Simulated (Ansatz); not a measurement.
Ansatz (a first-principles code) input (MP2/3-21G): The .json file is the Basis Set Exchange's 3-21G.

Ansatz 0.2 input:
```yaml
crystal:
  periodic: [false, false, false]
  atoms:
    - {symbol: Y, position_ang: [0.44514200, 0.31542400, -0.24083700]}
    - {symbol: O, position_ang: [-0.54121600, 1.54806900, -1.13080800]}
    - {symbol: Cl, position_ang: [-0.76651800, -1.45212400, 1.08465400]}
basis:
  gaussian:
    orbitals: 3-21G.json
magnetization: {spin_polarized: false}
correlation: {method: mp2, electrons: outside_noble_gas}
```

Output:

```
Functional definition: HF
integrals: 0.02 GiB planned
654 factors; integrals over basis functions are off by at most 2.2e-4 eV
mean field: 0.24 GiB planned
mean field evaluation 1: about -104693.4090 eV, gradient 6.2e1 eV
mean field evaluation 2: about -104693.4290 eV, gradient 6.2e1 eV
mean field evaluation 4: about -104702.3033 eV, gradient 4.6e0 eV
mean field evaluation 8: about -104702.3949 eV, gradient 5.0e-1 eV
mean field evaluation 16: about -104702.3974 eV, gradient 2.2e-6 eV
mean field -104702.39741153 eV, -3847.7421350400 hartree, gradient 2.2e-6 eV, S^2 0.000000; 0 other end points of the search recorded, 0 dependent functions left out
24 core orbitals not correlated
reference -104702.39741153 eV, -3847.7421350400 hartree; 8, 8 occupied and 29, 29 virtual orbitals, 654 factors
second order -6.81581719 eV of doubles, -0.00000000 eV of singles
Total energy: -104709.21322873 eV, -3847.9926117018 hartree
```

The geometry given is a B3LYP-D3(BJ)/def2-TZVP minimum.
